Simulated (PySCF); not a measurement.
PySCF input for B(OH)(SH)2 (BH₃OS₂), SMILES OB(S)S, TPSSh-D3(BJ)/def2-SVP. 

```python
import numpy as np
from pyscf import gto, scf, dft
from pyscf.geomopt import geometric_solver

mol = gto.M(
    atom='''
    B     0.39717552   -0.00910171    0.00000000
    O     1.72895205   -0.00416280   -0.00000000
    H     2.23122027    0.81018096    0.00000000
    S    -0.63414534    1.50513674   -0.00000000
    H     0.35313217    2.39596721    0.00000000
    S    -0.41192180   -1.62650035    0.00000000
    H    -1.66477222   -1.18551941   -0.00000001
    ''',
    basis='def2-SVP',
    charge=0,
    spin=0,
    max_memory=1600,
    verbose=3,
)
mf = dft.RKS(mol, xc='tpssh').density_fit(auxbasis='def2-universal-jkfit')
mf.disp = 'd3bj'
mf.grids.level = 4
mf.conv_tol = 1e-9
mf.max_cycle = 100
mf.kernel()
grad = mf.nuc_grad_method()
grad.grid_response = mol.nao <= 150
conv, mol_eq = geometric_solver.kernel(grad, convergence_set='GAU_TIGHT', maxsteps=100)
print(mol_eq.tostring(format='xyz'))
mf.reset(mol_eq)
mf.kernel()
```

It prints:

```
[...]
0 B    -0.0000044109     0.0000233988     0.0000000000
1 O    -0.0000021361    -0.0000042330     0.0000000000
2 H     0.0000023817    -0.0000006695    -0.0000000000
3 S    -0.0000092592    -0.0000002363    -0.0000000000
4 H     0.0000062931     0.0000001590     0.0000000000
5 S     0.0000119066    -0.0000193087    -0.0000000000
6 H    -0.0000047752     0.0000008898     0.0000000000
----------------------------------------------
cycle 10: E = -898.09258885  dE = -8.52083e-09  norm(grad) = 3.54847e-05
Step    9 : Displace = 6.029e-05/8.815e-05 (rms/max) Trust = 3.000e-01 (=) Grad = 1.341e-05/2.381e-05 (rms/max) E (change) = -898.0925888502 (-8.521e-09) Quality = 1.727
Hessian Eigenvalues: 1.23702e-03 2.30000e-02 2.30000e-02 ... 5.69309e-01 5.80119e-01 6.75594e-01

Geometry optimization cycle 11
Cartesian coordinates (Angstrom)
 Atom        New coordinates             dX        dY        dZ
   B   0.403978  -0.010377  -0.000000   -0.000558 -0.000053 -0.000000
   O   1.763915  -0.037118   0.000000   -0.000614 -0.002401  0.000000
   H   2.190435   0.830220   0.000000    0.000975 -0.003176 -0.000000
   S  -0.630641   1.502081  -0.000000    0.001991  0.001656 -0.000000
   H   0.370109   2.413042   0.000000    0.003660 -0.000167  0.000000
   S  -0.415265  -1.639457  -0.000000   -0.003073  0.001118 -0.000000
   H  -1.682890  -1.172390  -0.000000   -0.002381  0.003023  0.000000
converged SCF energy = -898.092588883943
--------------- DFRKS_Scanner gradients ---------------
         x                y                z
0 B     0.0000123052     0.0000707308     0.0000000000
1 O    -0.0000210191    -0.0000137593     0.0000000000
2 H     0.0000064332    -0.0000017584    -0.0000000000
3 S    -0.0000154993    -0.0000004114    -0.0000000000
4 H     0.0000123499    -0.0000034848     0.0000000000
5 S     0.0000138137    -0.0000543478    -0.0000000000
6 H    -0.0000083836     0.0000030308     0.0000000000
----------------------------------------------
cycle 11: E = -898.092588884  dE = -3.37375e-08  norm(grad) = 9.72568e-05
Step   10 : Displace = 1.416e-04/2.074e-04 (rms/max) Trust = 3.000e-01 (=) Grad = 3.676e-05/7.179e-05 (rms/max) E (change) = -898.0925888839 (-3.374e-08) Quality = 1.570
Hessian Eigenvalues: 4.41852e-04 2.30000e-02 2.30000e-02 ... 5.72977e-01 6.09720e-01 7.29671e-01

Geometry optimization cycle 12
Cartesian coordinates (Angstrom)
 Atom        New coordinates             dX        dY        dZ
   B   0.402814  -0.010641  -0.000000   -0.001164 -0.000265 -0.000000
   O   1.762630  -0.042533   0.000000   -0.001285 -0.005415  0.000000
   H   2.192541   0.823139  -0.000000    0.002106 -0.007081 -0.000000
   S  -0.626116   1.505633  -0.000000    0.004525  0.003552 -0.000000
   H   0.378210   2.412666   0.000000    0.008100 -0.000376  0.000000
   S  -0.422229  -1.636893  -0.000000   -0.006963  0.002565 -0.000000
   H  -1.688209  -1.165369  -0.000000   -0.005319  0.007020  0.000000
converged SCF energy = -898.092588950486
--------------- DFRKS_Scanner gradients ---------------
         x                y                z
0 B     0.0000139359     0.0001269755     0.0000000000
1 O    -0.0000398632    -0.0000321591     0.0000000000
2 H     0.0000160235     0.0000054832    -0.0000000000
3 S    -0.0000185354    -0.0000080249    -0.0000000000
4 H     0.0000217811    -0.0000063271     0.0000000000
5 S     0.0000161504    -0.0000908390    -0.0000000000
6 H    -0.0000094924     0.0000048915     0.0000000000
----------------------------------------------
cycle 12: E = -898.09258895  dE = -6.6543e-08  norm(grad) = 0.000169635
Step   11 : Displace = 1.757e-04/2.548e-04 (rms/max) Trust = 3.000e-01 (=) Grad = 6.412e-05/1.277e-04 (rms/max) E (change) = -898.0925889505 (-6.654e-08) Quality = 1.566
Hessian Eigenvalues: 1.98376e-04 2.30000e-02 2.30000e-02 ... 5.72561e-01 6.21613e-01 7.17649e-01

Geometry optimization cycle 13
Cartesian coordinates (Angstrom)
 Atom        New coordinates             dX        dY        dZ
   B   0.400730  -0.011334  -0.000000   -0.002084 -0.000693 -0.000000
   O   1.760265  -0.053046   0.000000   -0.002365 -0.010512  0.000000
   H   2.196504   0.809458  -0.000000    0.003963 -0.013681 -0.000000
   S  -0.617302   1.512241  -0.000000    0.008815  0.006608 -0.000000
   H   0.393613   2.411933   0.000000    0.015404 -0.000733  0.000000
   S  -0.435761  -1.631822  -0.000000   -0.013533  0.005071 -0.000000
   H  -1.698408  -1.151430   0.000000   -0.010199  0.013940  0.000000
converged SCF energy = -898.09258906505
--------------- DFRKS_Scanner gradients ---------------
         x                y                z
0 B     0.0000281980     0.0001750494     0.0000000000
1 O    -0.0000576260    -0.0000430370     0.0000000000
2 H     0.0000211636     0.0000054825    -0.0000000000
3 S    -0.0000222493    -0.0000102969    -0.0000000001
4 H     0.0000276263    -0.0000093293     0.0000000000
5 S     0.0000139553    -0.0001245027    -0.0000000000
6 H    -0.0000110680     0.0000066339     0.0000000000
----------------------------------------------
cycle 13: E = -898.092589065  dE = -1.14564e-07  norm(grad) = 0.000233242
Step   12 : Displace = 1.263e-04/1.839e-04 (rms/max) Trust = 3.000e-01 (=) Grad = 8.816e-05/1.773e-04 (rms/max) E (change) = -898.0925890650 (-1.146e-07) Quality = 1.449
Hessian Eigenvalues: 1.49985e-04 2.30000e-02 2.30000e-02 ... 5.70895e-01 5.89354e-01 6.87757e-01

Geometry optimization cycle 14
Cartesian coordinates (Angstrom)
 Atom        New coordinates             dX        dY        dZ
   B   0.398972  -0.012181  -0.000000   -0.001758 -0.000847 -0.000000
   O   1.758207  -0.062704   0.000000   -0.002058 -0.009658  0.000000
   H   2.199963   0.796985  -0.000000    0.003459 -0.012473 -0.000000
   S  -0.609137   1.517998  -0.000000    0.008165  0.005757 -0.000000
   H   0.407512   2.411200   0.000000    0.013899 -0.000733  0.000000
   S  -0.448233  -1.627044  -0.000000   -0.012471  0.004778 -0.000000
   H  -1.707644  -1.138253   0.000000   -0.009236  0.013177  0.000000
converged SCF energy = -898.092589178939
--------------- DFRKS_Scanner gradients ---------------
         x                y                z
0 B     0.0000301621     0.0001479192     0.0000000000
1 O    -0.0000525518    -0.0000353450     0.0000000001
2 H     0.0000174078     0.0000037628    -0.0000000001
3 S    -0.0000174119    -0.0000097268    -0.0000000001
4 H     0.0000230424    -0.0000079811     0.0000000001
5 S     0.0000077893    -0.0001043927    -0.0000000000
6 H    -0.0000084380     0.0000057637     0.0000000000
----------------------------------------------
cycle 14: E = -898.092589179  dE = -1.13889e-07  norm(grad) = 0.000197923
Step   13 : Displace = 1.111e-04/1.702e-04 (rms/max) Trust = 3.000e-01 (=) Grad = 7.481e-05/1.510e-04 (rms/max) E (change) = -898.0925891789 (-1.139e-07) Quality = 1.423
Hessian Eigenvalues: 1.85227e-04 2.30000e-02 2.30000e-02 ... 5.31466e-01 5.73876e-01 6.68055e-01

Geometry optimization cycle 15
Cartesian coordinates (Angstrom)
 Atom        New coordinates             dX        dY        dZ
   B   0.398469  -0.012791  -0.000000   -0.000503 -0.000609  0.000000
   O   1.757598  -0.066575   0.000000   -0.000609 -0.003871 -0.000000
   H   2.201213   0.792147  -0.000000    0.001250 -0.004838  0.000000
   S  -0.605846   1.519963  -0.000000    0.003291  0.001965  0.000000
   H   0.412728   2.410945   0.000000    0.005216 -0.000255 -0.000000
   S  -0.453279  -1.625075  -0.000000   -0.005047  0.001969  0.000000
   H  -1.711241  -1.132613   0.000000   -0.003597  0.005640 -0.000000
converged SCF energy = -898.092589259989
--------------- DFRKS_Scanner gradients ---------------
         x                y                z
0 B     0.0000195940     0.0000495547     0.0000000000
1 O    -0.0000216530    -0.0000094704     0.0000000001
2 H     0.0000039736    -0.0000012660    -0.0000000001
3 S    -0.0000065361    -0.0000029278    -0.0000000001
4 H     0.0000072512    -0.0000023874     0.0000000000
5 S    -0.0000000565    -0.0000356553    -0.0000000000
6 H    -0.0000025733     0.0000021521     0.0000000000
----------------------------------------------
cycle 15: E = -898.09258926  dE = -8.10505e-08  norm(grad) = 6.93373e-05
Step   14 : Displace = 3.238e-04/4.815e-04 (rms/max) Trust = 3.000e-01 (=) Grad = 2.621e-05/5.329e-05 (rms/max) E (change) = -898.0925892600 (-8.105e-08) Quality = 1.250
Hessian Eigenvalues: 2.11548e-04 2.30000e-02 2.30000e-02 ... 5.20594e-01 5.73495e-01 6.63613e-01

Geometry optimization cycle 16
Cartesian coordinates (Angstrom)
 Atom        New coordinates             dX        dY        dZ
   B   0.398811  -0.012829  -0.000000    0.000342 -0.000038  0.000000
   O   1.758011  -0.065256   0.000000    0.000413  0.001319 -0.000000
   H   2.200678   0.793953  -0.000000   -0.000535  0.001806  0.000000
   S  -0.606952   1.519007  -0.000000   -0.001107 -0.000955  0.000000
   H   0.410656   2.411080   0.000000   -0.002072  0.000135 -0.000000
   S  -0.451612  -1.625716  -0.000000    0.001668 -0.000641  0.000000
   H  -1.709951  -1.134239   0.000000    0.001290 -0.001626 -0.000000
converged SCF energy = -898.092589269702
--------------- DFRKS_Scanner gradients ---------------
         x                y                z
0 B    -0.0000033227     0.0000005191     0.0000000000
1 O    -0.0000006802    -0.0000020601     0.0000000000
2 H     0.0000014174     0.0000027966    -0.0000000000
3 S     0.0000018539    -0.0000018951    -0.0000000000
4 H     0.0000001182    -0.0000000305     0.0000000000
5 S    -0.0000001657     0.0000009342    -0.0000000000
6 H     0.0000007791    -0.0000002642     0.0000000000
----------------------------------------------
cycle 16: E = -898.09258927  dE = -9.71227e-09  norm(grad) = 5.8708e-06
Step   15 : Displace = 1.333e-04/1.936e-04 (rms/max) Trust = 3.000e-01 (=) Grad = 2.219e-06/3.363e-06 (rms/max) E (change) = -898.0925892697 (-9.712e-09) Quality = 0.987
Hessian Eigenvalues: 2.18715e-04 2.30000e-02 2.30000e-02 ... 5.22541e-01 5.73102e-01 6.69069e-01

Geometry optimization cycle 17
Cartesian coordinates (Angstrom)
 Atom        New coordinates             dX        dY        dZ
   B   0.398775  -0.012846  -0.000000   -0.000036 -0.000017  0.000000
   O   1.757966  -0.065478   0.000000   -0.000044 -0.000222 -0.000000
   H   2.200763   0.793662  -0.000000    0.000085 -0.000291  0.000000
   S  -0.606772   1.519138  -0.000000    0.000180  0.000131  0.000000
   H   0.410958   2.411070   0.000000    0.000303 -0.000009 -0.000000
   S  -0.451892  -1.625606  -0.000000   -0.000280  0.000109  0.000000
   H  -1.710158  -1.133940  -0.000000   -0.000207  0.000299 -0.000000
converged SCF energy = -898.092589269598
--------------- DFRKS_Scanner gradients ---------------
         x                y                z
0 B     0.0000019327    -0.0000014659     0.0000000000
1 O    -0.0000020344     0.0000009749     0.0000000000
2 H    -0.0000003855    -0.0000004026    -0.0000000000
3 S     0.0000004008    -0.0000004597    -0.0000000000
4 H     0.0000001202     0.0000001798     0.0000000000
5 S     0.0000001646     0.0000011242    -0.0000000000
6 H    -0.0000001985     0.0000000493     0.0000000000
----------------------------------------------
cycle 17: E = -898.09258927  dE = 1.03455e-10  norm(grad) = 3.61052e-06
Step   16 : Displace = 8.447e-06/1.588e-05 (rms/max) Trust = 3.000e-01 (=) Grad = 1.365e-06/2.426e-06 (rms/max) E (change) = -898.0925892696 (+1.035e-10) Quality = -1.653
Hessian Eigenvalues: 2.18715e-04 2.30000e-02 2.30000e-02 ... 5.22541e-01 5.73102e-01 6.69069e-01
Converged! =D

7
XYZ from PySCF
B           0.39877492       -0.01284636       -0.00000000
O           1.75796621       -0.06547802        0.00000000
H           2.20076273        0.79366222       -0.00000000
S          -0.60677230        1.51913841       -0.00000001
H           0.41095848        2.41107036        0.00000001
S          -0.45189155       -1.62560627       -0.00000001
H          -1.71015784       -1.13393969       -0.00000000
converged SCF energy = -898.092589269742
```

Self-consistency was reached.

Cost: very roughly 4 core-minutes.
